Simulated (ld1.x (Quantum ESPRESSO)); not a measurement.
**Reading a pseudo-wave (Zn)**

Columns: radius, all-electron u(r) and pseudo u(r) of the 3d shell (level -10.42 eV) of zinc in the configuration [Ne] 3s2 3p6 3d10 4s2 4p0; LDA (PZ), scalar-relativistic, RRKJ scheme, ld1.x (Quantum ESPRESSO) 7.5.

| r (bohr) | all-electron | pseudo |
| --- | --- | --- |
| 0.047 | 0.0204 | 0.0056 |
| 0.095 | 0.1098 | 0.0436 |
| 0.142 | 0.2490 | 0.1324 |
| 0.190 | 0.4120 | 0.2775 |
| 0.237 | 0.5680 | 0.4561 |
| 0.285 | 0.7086 | 0.6470 |
| 0.332 | 0.8213 | 0.8134 |
| 0.380 | 0.9092 | 0.9415 |
| 0.427 | 0.9700 | 1.0191 |
| 0.475 | 1.0094 | 1.0549 |
| 0.522 | 1.0293 | 1.0604 |
| 0.570 | 1.0342 | 1.0494 |
| 0.617 | 1.0273 | 1.0320 |
| 0.665 | 1.0112 | 1.0116 |
| 0.712 | 0.9889 | 0.9889 |
| 0.760 | 0.9614 | 0.9614 |
| 0.807 | 0.9313 | 0.9313 |
| 0.855 | 0.8986 | 0.8986 |
| 0.902 | 0.8654 | 0.8654 |
| 0.950 | 0.8311 | 0.8311 |
| 0.997 | 0.7976 | 0.7976 |
| 1.045 | 0.7637 | 0.7637 |
| 1.092 | 0.7312 | 0.7312 |
| 1.140 | 0.6989 | 0.6989 |
| 1.187 | 0.6683 | 0.6683 |
| 1.235 | 0.6380 | 0.6380 |

(1) How many radial nodes do the two functions have?

(2) At about which radius was the pseudo-wave matched?

(3) Is the pseudo-wave norm-conserving?

Results:

(1) The all-electron 3d function has n − l − 1 = 0; the pseudo-wave has 0.

(2) 0.70 bohr, where the columns begin to agree (steps of 0.05 bohr).

(3) Yes: the RRKJ scheme keeps the norm inside the radius equal to the all-electron one, which fixes the energy derivative of the logarithmic derivative at the level.
